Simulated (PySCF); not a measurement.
Level of theory: PBE-D3(BJ)/def2-TZVP // B3LYP-D3(BJ)/def2-TZVP (PySCF). All species are isolated molecules in the gas phase. 

Reference species (SMILES): `[GaH3]` (neutral, multiplicity 1).

The dipole moment comes out as 0.00 D.

Changed species: `[F][GaH][F]` (whole molecule; the reference has whole molecule).

Q: Give the shifts of the dipole moment.

A: the dipole moment rises by 2.43 D, to 2.43 D.
